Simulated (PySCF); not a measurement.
Low-lying terms of Nb³⁹⁺ (niobium, charge +39)

Ground state 1s2, ¹S. Computed with PySCF 2.14 in an uncontracted even-tempered set (18 s from 4.22 bohr⁻², ratio 2.5; 9 p from 5.03 bohr⁻², ratio 2.7; 7 d from 5.65 bohr⁻², ratio 2.7; 3 f from 450 bohr⁻², ratio 2.7), with scalar relativity by spin-free X2C-1e. Vertical excitation energies in eV without spin-orbit coupling; excited terms of each kind are numbered among those the solver found. Frozen: nothing.

| term | leading excitation | EOM-EE-CCSD |
| --- | --- | --- |
| 1 3S | 1s → s | 17008.4 |
| 1 1S | 1s → s | 17062.4 |
| 1 3P° | 1s → p | 17140.2 |
| 1 1P° | 1s → p | 17176.5 |
| 2 3S | 1s → s | 20184.3 |
| 2 1S | 1s → s | 20198.5 |
| 2 3P° | 1s → p | 20223.1 |
| 2 1P° | 1s → p | 20233.0 |
| 1 3D | 1s → d | 20248.7 |
| 1 1D | 1s → d | 20249.2 |
| 2 3D | 1s → d | 21314.8 |
| 2 1D | 1s → d | 21315.0 |

The spin-orbit splitting of the hole, absent here, rivals or exceeds the spacing of these terms, so the LS terms are model states.

Only the lower part of the computed list is shown. Doubly excited terms such as np² are absent. The solver can miss terms. The 8 highest virtual orbitals were dropped.
